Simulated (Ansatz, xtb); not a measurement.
# C6H9NO: which of two isomers lies lower

We compare a, `CC(=O)N[C@@H]1[C@@H]2C[C@@H]21`, a singlet, with b, `C/C(O)=N/[C@H]1[C@@H]2C[C@@H]21`, a singlet. Both are isolated molecules in the gas phase, relaxed with B3LYP-D3(BJ)/def2-SVP; the shapes shown needn't be the lowest conformers.

a (Å):

```yaml
atoms:
  - { symbol: C, position_ang: [-0.9921, -1.6046, 1.9920] }
  - { symbol: C, position_ang: [0.0874, -0.7199, 1.3864] }
  - { symbol: C, position_ang: [0.5395, 0.9702, -0.3386] }
  - { symbol: C, position_ang: [0.1103, 2.2998, -0.8660] }
  - { symbol: C, position_ang: [-0.8505, 1.8493, -1.9256] }
  - { symbol: C, position_ang: [0.4962, 1.2006, -1.8145] }
  - { symbol: N, position_ang: [-0.3423, 0.0698, 0.3525] }
  - { symbol: O, position_ang: [1.2381, -0.7140, 1.7883] }
  - { symbol: H, position_ang: [-1.4173, -2.2808, 1.2327] }
  - { symbol: H, position_ang: [-0.5482, -2.1989, 2.7992] }
  - { symbol: H, position_ang: [-1.8150, -0.9948, 2.3990] }
  - { symbol: H, position_ang: [-1.3110, 0.0194, 0.0660] }
  - { symbol: H, position_ang: [1.5297, 0.9154, 0.1232] }
  - { symbol: H, position_ang: [0.5567, 3.2837, -0.7228] }
  - { symbol: H, position_ang: [-0.9960, 2.5296, -2.7728] }
  - { symbol: H, position_ang: [-1.7662, 1.2991, -1.6620] }
  - { symbol: H, position_ang: [1.3010, 1.1665, -2.5486] }
```

b (Å):

```yaml
atoms:
  - { symbol: C, position_ang: [0.2544, -2.7529, 1.0535] }
  - { symbol: C, position_ang: [0.2476, -2.1363, -0.3108] }
  - { symbol: C, position_ang: [0.2183, -0.3921, -1.8316] }
  - { symbol: C, position_ang: [-0.9199, -0.6897, -2.8000] }
  - { symbol: C, position_ang: [-0.7389, 0.4864, -3.7085] }
  - { symbol: C, position_ang: [-0.7306, 0.6836, -2.2287] }
  - { symbol: N, position_ang: [0.1635, -0.8768, -0.4898] }
  - { symbol: O, position_ang: [0.3415, -3.0658, -1.2909] }
  - { symbol: H, position_ang: [0.1744, -1.9672, 1.8131] }
  - { symbol: H, position_ang: [1.1840, -3.3253, 1.2021] }
  - { symbol: H, position_ang: [-0.5825, -3.4623, 1.1526] }
  - { symbol: H, position_ang: [0.2559, -2.6182, -2.1505] }
  - { symbol: H, position_ang: [1.2409, -0.3557, -2.2527] }
  - { symbol: H, position_ang: [-1.7784, -1.3479, -2.6709] }
  - { symbol: H, position_ang: [-1.6288, 0.8361, -4.2420] }
  - { symbol: H, position_ang: [0.1972, 0.5908, -4.2790] }
  - { symbol: H, position_ang: [-1.4004, 1.2492, -1.5834] }
```

Task: Estimate which is lower in electronic energy at CCSD(T)/def2-SVP + ΔMP2/def2-TZVPP, and by roughly how much.

Result: The CCSD(T)/def2-SVP + ΔMP2/def2-TZVPP calculation puts structure a lower, by 43.4 kJ/mol.

The same difference at several levels:

| level | geometry | E(b) − E(a) (kJ/mol) | departure from the last row (kJ/mol) | job, with rough time for the two |
| --- | --- | --- | --- | --- |
| GFN2-xTB | GFN2-xTB | +36.6 | −6.8 | optimisation, 1.1 s |
| HF/STO-3G | GFN2-xTB | +42.9 | −0.5 | single point, 1.1 s |
| r2SCAN-D4/def2-SVP | GFN2-xTB | +63.6 | +20.2 | single point, 7.2 s |
| B3LYP-D3(BJ)/def2-SVP | B3LYP-D3(BJ)/def2-SVP | +61.0 | +17.6 | optimisation, 2.1 min |
| HF/def2-SVP | B3LYP-D3(BJ)/def2-SVP | +69.2 | +25.8 | part of the CCSD(T) run |
| MP2/def2-SVP | B3LYP-D3(BJ)/def2-SVP | +55.5 | +12.0 | part of the CCSD(T) run |
| CCSD(T)/def2-SVP | B3LYP-D3(BJ)/def2-SVP | +55.0 | +11.6 | single point |
| CCSD(T)/def2-SVP + ΔMP2/def2-TZVPP | B3LYP-D3(BJ)/def2-SVP | +43.4 |  | single point, 3.4 min |

As drawn, b has 1 C–O, 1 C=N, 1 O–H in place of 1 C=O, 1 C–N, 1 N–H.

The levels shown agree on the order. The largest departure from CCSD(T)/def2-SVP + ΔMP2/def2-TZVPP is that of HF/def2-SVP, 25.8 kJ/mol. The last row adds to CCSD(T) the change of the MP2 difference between the two basis sets, here −11.6 kJ/mol.

With thermal terms from frequencies at re-optimised GFN2-xTB minima (ideal gas, soft modes damped towards free rotors, one conformer each, 298.15 K, 1 atm): the zero-point term adds −2.3 kJ/mol; ΔH is +41.0 and ΔG +41.5 kJ/mol.

The correlated steps freeze 8 core orbitals. Codes used: Ansatz 0.2.0, xtb 6.7.1; the last row on 2 threads of Intel(R) Xeon(R) Processor @ 2.70GHz on a shared host.
